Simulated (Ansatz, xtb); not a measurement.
**Two isomers of C5H4O2**

We compare I, `O=Cc1ccoc1`, a singlet, with II, `O=C=C/C=C/C=O`, a singlet. Both are isolated molecules in the gas phase, relaxed with B3LYP/def2-SVP; each stands in its lowest conformer found.

I (Å):

```yaml
atoms:
  - { symbol: C, position_ang: [-1.2632, 0.2451, 3.1021] }
  - { symbol: C, position_ang: [-0.7492, 0.0737, 1.7387] }
  - { symbol: C, position_ang: [0.0192, -1.0315, 1.2235] }
  - { symbol: C, position_ang: [0.2597, -0.7395, -0.0828] }
  - { symbol: C, position_ang: [-0.9055, 0.9437, 0.6850] }
  - { symbol: O, position_ang: [-1.0993, -0.5516, 3.9990] }
  - { symbol: O, position_ang: [-0.3014, 0.4619, -0.4150] }
  - { symbol: H, position_ang: [-1.8379, 1.1936, 3.2691] }
  - { symbol: H, position_ang: [0.3334, -1.9108, 1.7804] }
  - { symbol: H, position_ang: [0.7881, -1.2511, -0.8829] }
  - { symbol: H, position_ang: [-1.4057, 1.9048, 0.5862] }
```

II (Å):

```yaml
atoms:
  - { symbol: C, position_ang: [1.3372, 0.4547, 1.7637] }
  - { symbol: C, position_ang: [0.4101, -0.3945, 1.3189] }
  - { symbol: C, position_ang: [-1.0099, -0.1876, 1.4911] }
  - { symbol: C, position_ang: [-1.9800, -1.0261, 1.0532] }
  - { symbol: C, position_ang: [-3.3947, -0.7255, 1.2779] }
  - { symbol: O, position_ang: [2.1515, 1.1856, 2.1458] }
  - { symbol: O, position_ang: [-4.3187, -1.4229, 0.9175] }
  - { symbol: H, position_ang: [0.7914, -1.2810, 0.8019] }
  - { symbol: H, position_ang: [-1.3180, 0.7232, 2.0194] }
  - { symbol: H, position_ang: [-1.7488, -1.9530, 0.5187] }
  - { symbol: H, position_ang: [-3.5783, 0.2370, 1.8311] }
```

Task: Estimate which is lower in electronic energy at CCSD(T)/def2-SVP + ΔMP2/def2-TZVPP, and by roughly how much.

Result: The CCSD(T)/def2-SVP + ΔMP2/def2-TZVPP calculation puts structure I lower, by 14.2 kcal/mol.

How the difference moves with the method:

| level | geometry | E(II) − E(I) (kcal/mol) | departure from the last row (kcal/mol) | job, with rough time for the two |
| --- | --- | --- | --- | --- |
| GFN2-xTB | GFN2-xTB | +27.5 | +13.3 | optimisation, 0.088 s |
| HF/STO-3G | GFN2-xTB | +48.4 | +34.2 | single point, 0.8 s |
| r2SCAN-D4/def2-SVP | GFN2-xTB | +13.7 | −0.5 | single point, 3.8 s |
| B3LYP/def2-SVP | B3LYP/def2-SVP | +11.4 | −2.8 | optimisation, 30 s |
| HF/def2-SVP | B3LYP/def2-SVP | +11.0 | −3.2 | part of the CCSD(T) run |
| MP2/def2-SVP | B3LYP/def2-SVP | +14.9 | +0.7 | part of the CCSD(T) run |
| CCSD(T)/def2-SVP | B3LYP/def2-SVP | +13.6 | −0.6 | single point |
| CCSD(T)/def2-SVP + ΔMP2/def2-TZVPP | B3LYP/def2-SVP | +14.2 |  | single point, 53 s |

As drawn, II has 1 C=O, 2 C=C, 1 C–C in place of 3 C∷C, 2 C∷O (∷ is an aromatic bond). Structure I has a 5-membered ring (with an aromatic ring), II no ring.

The levels shown agree on the order. The largest departure from CCSD(T)/def2-SVP + ΔMP2/def2-TZVPP is that of HF/STO-3G, 34.2 kcal/mol. The last row adds to CCSD(T) the change of the MP2 difference between the two basis sets, here +0.6 kcal/mol.

With thermal terms from frequencies at re-optimised GFN2-xTB minima (ideal gas, soft modes damped towards free rotors, one conformer each, 298.15 K, 1 atm): the zero-point term adds −1.9 kcal/mol; ΔH is +13.2 and ΔG +11.1 kcal/mol.

The correlated steps freeze 7 core orbitals. Run with Ansatz 0.2.0, xtb 6.7.1; the last row on 2 threads of Arm Neoverse V2 on a shared host.
